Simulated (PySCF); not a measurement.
Si(F)(Me)(NH2)2 (CH7FN2Si), SMILES N[Si](F)(N)C. Atoms are numbered in the order given.

```xyz
12

C      1.6600     0.0138     0.8201
Si    -0.0221    -0.0006    -0.0097
N     -1.2260     0.1947     1.2092
N     -0.3768     1.1730    -1.2316
F     -0.0824    -1.4315    -0.8351
H      1.7476    -0.8003     1.5694
H      1.8484     0.9764     1.3366
H      2.4638    -0.1384     0.0718
H     -2.2105     0.2273     0.9349
H     -1.1107    -0.2426     2.1253
H      0.0108     1.0524    -2.1692
H     -0.4394     2.1613    -0.9811
```

Geometry: PBE-D3(BJ)/def2-SVP. This is a generated structure with no PubChem entry under its InChIKey; it may be hypothetical. One conformer was computed; it need not be the lowest.

Level of theory: PySCF with HF/pcSseg-1.

GIAO shieldings, no solvent; atoms listed in one row are averaged. δ = σ(ref) − σ: ¹³C against TMS (σ = 192.6 ppm); ²⁹Si against TMS (σ = 393.8 ppm); ¹⁵N against NH3 (σ = 267.3 ppm); ¹⁹F against CFCl3 (σ = 238.5 ppm); ¹H against TMS (σ = 31.99 ppm), references at their B3LYP-D3(BJ)/def2-TZVP geometries, non-relativistic.

Computed chemical shifts:
```csv
nucleus,atoms,count,δ (ppm)
¹³C,C1,1,1.9
²⁹Si,Si2,1,-19.6
¹⁵N,N3,1,27.9
¹⁵N,N4,1,17.0
¹⁹F,F5,1,-114.6
¹H,H9,1,1.66
¹H,H10,1,1.36
¹H,H11,1,1.28
¹H,H12,1,1.16
¹H,"H6, H7, H8",3,0.67
```
